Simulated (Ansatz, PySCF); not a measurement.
CH5BrOSi (SMILES CO[SiH2]Br), singlet, geometry from GFN2-xTB, with bond 7-4 at 2.4 times its length. Base run: CASSCF(4,3)/STO-3G (PySCF).

Here is a job for PySCF.
```python
from pyscf import gto, scf, mcscf
import numpy

mol = gto.M(
    atom='''
Si    0.423838   -0.161784    1.078923
Br    0.646064    0.214871   -1.091288
O    -1.087347   -0.619520    1.377011
C    -2.313783   -0.053068    1.024132
H     1.164866   -1.348755    1.431810
H     0.797690    1.102568    1.693684
H    -2.749742    2.131831    2.405927
H    -3.093894   -0.781422    1.245558
H    -2.337718    0.189362   -0.041643
''',
    basis='sto-3g',
    charge=0,
    spin=0,
    verbose=4,
)

mf = scf.RHF(mol)
mf.kernel()
mc = mcscf.CASSCF(mf, 3, 4)
mc.fix_spin_(ss=0.0)
mc.kernel()
occ = numpy.linalg.eigvalsh(mc.fcisolver.make_rdm1(mc.ci, mc.ncas, mc.nelecas))[::-1]
ss = mc.fcisolver.spin_square(mc.ci, mc.ncas, mc.nelecas)[0]
print('natural occupations', occ.round(4), ' <S^2>', round(ss, 4))
```

Programs used: Ansatz (an electronic-structure program), PySCF; a row that names a program was run with it.

Each row names what was changed in the base input (with any setting that the change needs).

```
change                                                ΔE vs base (mEh)                 natural occupations  <S^2> of the state
----------------------------------------------------  ----------------  ----------------------------------  ------------------
base                                                             0.000                      2.00 1.30 0.70                0.00
fix_spin_ = off                                                  0.000                      2.00 1.30 0.70                0.00
orbitals = fixed (CASCI); correction = SC-NEVPT2                -125.8                      2.00 1.32 0.68                0.00
active space = 4 electrons, 5 orbitals                         -12.552            1.98 1.30 0.70 0.01 0.00                0.00
start = MP2 natural orbitals                                     0.000                      2.00 1.30 0.70                0.00
active space = 8 electrons, 7 orbitals                         -26.906  1.99 1.99 1.98 1.31 0.70 0.02 0.02                0.00
conv_tol = 1e-5                                                  0.120                      2.00 1.30 0.70                0.00
state_average = 2 states                                        19.912                                   -                   -
code = ansatz                                                    0.014                                   -                   -
correction = SC-NEVPT2                                          -123.7                      2.00 1.30 0.70                0.00
code = ansatz; correction = SC-NEVPT2, all electrons            -123.7                                   -                   -
```

Active orbitals are taken around the Fermi level unless the row says otherwise; CASSCF can end in different local minima, and two programs can end on different orbitals. State-averaged rows give the lowest state.
